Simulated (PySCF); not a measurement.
C₄H₁₁BSi, SMILES C(=C\B(C)C)/[SiH3] (GFN2-xTB optimised geometry):

```
17

Si     2.746     0.990     0.492
C      0.867     1.006     0.406
C      0.088    -0.006     0.000
B     -1.466    -0.006     0.000
C     -2.289     1.341     0.000
C     -2.223    -1.392     0.008
H      3.264     2.111    -0.299
H      3.167     1.152     1.887
H      3.259    -0.274    -0.038
H      0.376     1.915     0.737
H      0.597    -0.917    -0.308
H     -1.771     2.175    -0.467
H     -3.264     1.241    -0.473
H     -2.481     1.630     1.035
H     -1.682    -2.175     0.535
H     -2.324    -1.732    -1.024
H     -3.230    -1.339     0.416
```

Level of theory: PBE0/def2-SVP in PySCF.

### Question
What are the frontier orbital energies and the dipole moment?

### Answer
HOMO-2 -8.71 eV, HOMO-1 -8.15 eV, HOMO -7.88 eV, LUMO -1.54 eV, LUMO+1 1.23 eV; dipole moment 0.36 D.

On the same geometry PBE/def2-SVP run with PySCF 2.14.0 gives HOMO-2 -7.28 eV, HOMO-1 -6.78 eV, HOMO -6.72 eV, LUMO -2.45 eV, LUMO+1 0.30 eV; dipole moment 0.37 D.

Meta-Löwdin charges at PBE0/def2-SVP: Si1 0.48, C2 -0.28, C3 -0.17, B4 0.23, C5 -0.42, C6 -0.42, H7 -0.09, H8 -0.09, H9 -0.09, H10 0.10, H11 0.09, H12 0.11, H13 0.11, H14 0.13, H15 0.11, H16 0.13, H17 0.11.
